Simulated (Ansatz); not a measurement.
Consider the β-hydride elimination: `C[O][SnH]([SH])[O]C` → `C[O][SnH2][SH]` + `C=O`.

Computed with Ansatz on PBE0-D4/def2-TZVP structures; ΔE is electronic, products minus reactants. CCSD(T)/CBS adds triple-zeta CCSD(T) − MP2 to the extrapolated MP2 energy (def2 sets, frozen cores). This one scheme is used for every species. DFT in def2-TZVPP. Elements past krypton have def2 core potentials. For Sn outer-core shells are correlated without core-valence functions, which leaves a few kJ/mol of doubt a bond. Each species was taken in one conformer, which may not be the lowest.

```json
{"level": "B2PLYP", "ΔE (kJ/mol)": "128.4"}
{"level": "PBE", "ΔE (kJ/mol)": "127.7"}
{"level": "MP2/def2-TZVPP", "ΔE (kJ/mol)": "145.0"}
{"level": "CCSD/CBS(def2)", "ΔE (kJ/mol)": "143.2"}
```

(1) What does CCSD(T)/CBS give? (An estimate is asked.)

Largest T1 diagnostic among the species: 0.015.

## Answers

(1) The calculation gave: +146.0 kJ/mol. The listed levels differ from it by -17.6, -18.3, -1.0, -2.8 kJ/mol.

From PBE to PBE0 (25 % exact exchange), in def2-TZVPP and without D4, ΔE moves by +7.7 kJ/mol. In def2-TZVPP, CCSD(T) changes the Hartree–Fock value by +28.7 kJ/mol (the triples alone add +2.9 kJ/mol) and MP2 by +39.8 kJ/mol.
